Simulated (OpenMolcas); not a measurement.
**How basis sets differ on C2HBF2 (SMILES C#CB(F)F)**

C2HBF2: 6 atoms, total charge 0, spin state singlet. As SMILES, `C#CB(F)F`. The shape is that of a PBE0-D4/def2-TZVP optimisation.

Quantity: the HOMO–LUMO gap, in eV. The values are calculated.

```
               level          kind     program  value (eV)
   HF/ANO-R0 (sfX2C)  Hartree–Fock  OpenMolcas       15.28
           HF/STO-3G  Hartree–Fock  OpenMolcas       16.15
            HF/3-21G  Hartree–Fock  OpenMolcas       14.45
HF/ANO-XS-VDZ (DKH2)  Hartree–Fock  OpenMolcas       14.09
        HF/def2-SVPD  Hartree–Fock  OpenMolcas       13.87
```

The values span 13.87 to 16.15 eV. A Hartree–Fock LUMO above zero doesn't converge with the basis: it sinks as sets grow more diffuse. Orbital gaps aren't excitation energies.
